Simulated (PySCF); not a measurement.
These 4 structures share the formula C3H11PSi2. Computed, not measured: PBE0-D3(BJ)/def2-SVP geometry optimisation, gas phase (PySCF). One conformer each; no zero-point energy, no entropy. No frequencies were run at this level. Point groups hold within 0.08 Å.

Question: Order them by energy at this level, lowest first, and give relative energies in kcal/mol.
A. `[CH2:1]=[C:2]([CH3:3])[SiH2:4][SiH2:5][PH2:6]` with C1–C2–Si4–Si5 106°, C2–Si4–Si5–P6 3°, Si4–Si5–P6–H -158° and -63°
B. `[PH2:1][SiH2:2][SiH2:3][CH:4]1[CH2:5][CH2:6]1` with H–P1–Si2–Si3 67° and 161°, P1–Si2–Si3–C4 164°, Si2–Si3–C4–C5 29°
C. `[CH2:1]=[CH:2][CH2:3][SiH2:4][SiH2:5][PH2:6]` with C1–C2–C3–Si4 103°, C2–C3–Si4–Si5 -59°, C3–Si4–Si5–P6 -46°, Si4–Si5–P6–H -166° and -72°
D. `[SiH3:1][PH:2][SiH2:3][CH:4]1[CH2:5][CH2:6]1` with Si1–P2–Si3–C4 -173°, P2–Si3–C4–C5 -30°

Answer: D (0.0), C (2.9), A (3.5), B (5.7).

As drawn, the highest has an Si–Si bond, which the lowest lacks. Neighbours under 2.5 kcal/mol apart (C=CC[SiH2][SiH2]P and C=C(C)[SiH2][SiH2]P; C=C(C)[SiH2][SiH2]P and P[SiH2][SiH2]C1CC1) can change places with a better method, another conformer or zero-point energy.

```csv
SMILES,E (Eh),E rel (kcal/mol),dipole (D),point group,"A, B, C (MHz)"
[SiH3]P[SiH2]C1CC1,-1040.37806,0.0,1.13,C1,"4460, 857.0, 783.1"
C=CC[SiH2][SiH2]P,-1040.37336,2.9,0.49,C1,"2011, 1226, 936.7"
C=C(C)[SiH2][SiH2]P,-1040.37249,3.5,0.64,C1,"2172, 1180, 915.9"
P[SiH2][SiH2]C1CC1,-1040.36892,5.7,1.45,C1,"4374, 764.8, 707.0"
```

How do the relative energies change in single points at PBE0/pcSseg-1 (no added dispersion term) on the same geometries?

| SMILES | PBE0-D3(BJ)/def2-SVP (kcal/mol) | PBE0/pcSseg-1 (kcal/mol) | shift |
| --- | --- | --- | --- |
| [SiH3]P[SiH2]C1CC1 | 0.0 | 0.0 | 0.0 |
| C=CC[SiH2][SiH2]P | 2.9 | 1.6 | -1.3 |
| C=C(C)[SiH2][SiH2]P | 3.5 | 1.8 | -1.7 |
| P[SiH2][SiH2]C1CC1 | 5.7 | 5.1 | -0.6 |

Each column counts from its own lowest isomer. The order is unchanged; the largest shift is 1.7 kcal/mol.
